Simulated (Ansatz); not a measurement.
`C[S][Cd][F]` + `[SiH3]/N=C/Cl` → `C/C(Cl)=N\[SiH3]` + `[F][Cd][SH]` at 700 K and 1 bar (formal exchange of groups at a C–S bond).

Gas-phase electronic energies from Ansatz, PBE0-D4/def2-TZVP geometries. CCSD(T)/CBS adds triple-zeta CCSD(T) − MP2 to the extrapolated MP2 energy (def2 sets, frozen cores). Double bonds are as drawn, so ΔE can hold a change between cis and trans. Elements past krypton have def2 core potentials. For Cd outer-core shells are correlated without core-valence functions, which leaves a few kJ/mol of doubt a bond. One conformer a species, not always the lowest.

| species | CCSD(T)/CBS energy (Eh) | H − E (kJ/mol) | S (J/(mol·K)) |
| --- | --- | --- | --- |
| `C[S][Cd][F]` | -705.17805 | 166.3 | 430.2 |
| `[SiH3]/N=C/Cl` | -844.00397 | 184.5 | 409.0 |
| `C/C(Cl)=N\[SiH3]` | -883.27379 | 276.1 | 471.2 |
| `[F][Cd][SH]` | -665.92675 | 70.6 | 363.2 |

H − E and S are ideal-gas, rigid-rotor, harmonic terms from PBE0-D4/def2-TZVP, for one conformer and one mirror image of each species. 1 Eh = 2625.50 kJ/mol, R = 8.31446 J/(mol·K).

By hand: ΔE, ΔH, ΔS and ΔG.

ΔE = (-883.27379) + (-665.92675) − (-705.17805) − (-844.00397) = -0.01852 Eh = -48.6 kJ/mol. Δ(H − E) = 276.1 + 70.6 − 166.3 − 184.5 = -4.1, so ΔH = -52.7 kJ/mol. ΔS = 471.2 + 363.2 − 430.2 − 409.0 = -4.8 J/(mol·K). ΔG = -52.7 − 700 × (-4.8)/1000 = -49.3 kJ/mol.

By hand: the equilibrium constant, and the temperature at which ΔG would vanish if ΔH and ΔS stayed fixed.

log₁₀ K = −ΔG/(RT ln 10) = 3.7. ΔG = 0 at ΔH/ΔS = 10979 K, far beyond where these terms or the molecules hold.

The number of gas molecules stays the same, so ΔS is small and ΔH decides. A doubt of 5 kJ/mol in ΔE shifts log₁₀ K by 0.4 here. Other conformers and mirror images would add mixing entropy, several J/(mol·K) or more a flexible species. These are equilibria of isolated gas molecules and say nothing of rates. Largest T1 diagnostic: 0.016 (customary marks: 0.02 for closed shells, 0.045 for open ones).
